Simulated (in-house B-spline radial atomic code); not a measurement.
A calculation on F⁵⁺ (with a hole in an inner shell): its settings, and results tabulated from the run. Computed with a radial B-spline atomic code at the basis-set limit: Dirac-Hartree-Fock, average of configuration, Fermi nucleus of rms radius 2.8976 fm.

Command:
```bash
python run_scf.py task.json out
```
Settings (nuclear radius in fm, mass in u):
```
Z                9
configuration    1s2 2p2
hamiltonian      dirac
method           hf
spin_polarised   False
nucleus          fermi
rms_radius       2.8976
atomic_mass      18.9984
speed_of_light   137.035999084
```

Output (hartree, bohr):
```
 radial grid: 65 intervals, B-splines of order 8, outer radius 7.0175 bohr

 iter        energy (Eh)    residual
    1        -86.0189557    5.10e-01
    2        -86.8996024    8.64e-03
    3        -86.9017463    5.22e-03
    4        -86.9022574    3.08e-03
    5        -86.9024216    4.76e-04
    6        -86.9024221    3.29e-05
    7        -86.9024221    1.61e-07

 total energy                      -86.902422
 kinetic                             87.06895
 electron-nucleus                  -187.16948
 electron-electron                   13.19811

 first-order corrections (not in the total)
   Gaunt                            0.01029
   retardation                     -0.00036
   frequency dependence            -0.00000
   self-energy                      0.00731
   Uehling                         -0.00037
   Wichmann-Kroll                   0.00000
   recoil                           0.00231

 orbital      occ     eigenvalue          <r>       <r^2>       <1/r>       r_max    small
 1s1/2      2.000      -31.77875     0.174905   0.0411551     8.66729      0.1143  9.97e-04
 2p1/2      0.667       -5.07635     0.733355    0.653046      1.7329      0.5746  1.60e-04
 2p3/2      1.333       -5.07194     0.734172    0.654365     1.73007      0.5753  1.60e-04
```

Cost of the run: 0.43 s on 1 thread of Arm Neoverse V1, on a shared host.

For the Dirac Hamiltonian the kinetic term is c α·p + (β - 1)c².
